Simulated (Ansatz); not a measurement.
Ideal-gas functions of H5OSbSi (`[OH][SbH][SiH3]`) at 600 K and 1 bar, from an Ansatz frequency run at PBE0-D4/def2-TZVP.

Molar mass 170.89 g/mol, point group C1 (symmetry number 1), electronic degeneracy 1, moments of inertia 67.007, 189.037, 243.85 u Å². Harmonic wavenumbers (cm⁻¹, unscaled): 100, 115, 176, 306, 395, 479, 594, 616, 665, 852, 930, 934, 941, 1927, 2211, 2229, 2241, 3886.

Use S(trans) = R[1.5 ln M + 2.5 ln T − 1.1517]; rotational temperatures θ = 24.2544 K / I; S(rot) = R[ln(√π/σ · √(T³/θAθBθC)) + 1.5]; for each mode x = 1.438777 ν̃/T, S = R[x/(eˣ − 1) − ln(1 − e⁻ˣ)] and H = RT x/(eˣ − 1); 1 cm⁻¹ = 0.0119627 kJ/mol; R = 8.31446 J/(mol·K).

**Question.** By hand: the entropy, in J/(mol·K).

**Answer.** Translation 187.5. Rotation: θ = 0.362, 0.1283, 0.0995 K, giving 119.4. Vibration, mode by mode: 20.21, 19.05, 15.55, 11.07, 9.07, 7.60, 6.04, 5.79, 5.26, 3.68, 3.18, 3.16, 3.11, 0.46, 0.26, 0.25, 0.25, 0.01, in all 114.0. Electronic 0.0. Sum 420.9 J/(mol·K).

**Question.** By hand: H − E and G − E in kJ/mol, counted from the electronic energy.

**Answer.** Zero-point energy ½ × 19597 × 0.0119627 = 117.2; thermal vibration 34.4; translation, rotation and pV give 4 RT = 20.0. H − E = 171.6 kJ/mol, and G − E = 171.6 − 600 × 420.9/1000 = -80.9 kJ/mol.

Vibration gives 27 % of the entropy, 39.3 J/(mol·K) of it from the modes under 150 cm⁻¹: soft modes count most, and the harmonic formula is weakest for them. The sum counts one conformer and one mirror image; others add a mixing term.
